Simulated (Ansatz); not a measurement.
CH₄GaOS, SMILES `C[O][Ga][SH]` radical at its PBE0-D4/def2-TZVP geometry, where that method's forces vanish. Total charge 0; spin multiplicity 2.

| atom | x (Å) | y (Å) | z (Å) |
| --- | --- | --- | --- |
| C1 | -1.124 | 0.033 | -0.952 |
| O2 | -0.032 | 0.191 | -0.086 |
| Ga3 | 0.735 | -1.040 | 0.971 |
| S4 | 2.457 | -0.193 | 2.119 |
| H5 | -1.906 | 0.756 | -0.695 |
| H6 | -0.813 | 0.219 | -1.985 |
| H7 | -1.569 | -0.969 | -0.910 |
| H8 | 2.251 | 1.005 | 1.539 |

**Question.** For each bond, give half the difference of the two atoms' forces along it (eV/Å; positive pushes the atoms apart) under PBE-D4, r2SCAN-D4, B3LYP-D4, ωB97M-V in def2-TZVPP. (Estimate.)

**Answer.** Computed: 
| bond | length (Å) | PBE-D4 | r2SCAN-D4 | B3LYP-D4 | ωB97M-V |
| --- | --- | --- | --- | --- | --- |
| C1–O2 | 1.403 | 0.21 | 0.31 | 0.24 | 0.32 |
| C1–H5 | 1.095 | 0.08 | -0.06 | -0.11 | -0.12 |
| C1–H6 | 1.095 | 0.07 | -0.06 | -0.10 | -0.12 |
| C1–H7 | 1.097 | 0.06 | -0.08 | -0.08 | -0.11 |
| O2–Ga3 | 1.795 | 0.36 | -0.04 | 0.17 | -0.07 |
| Ga3–S4 | 2.236 | 0.19 | -0.01 | 0.23 | -0.03 |
| S4–H8 | 1.347 | 0.26 | 0.01 | -0.01 | -0.09 |

B3LYP here is the variant with VWN-RPA as its local correlation; programs differ in this.
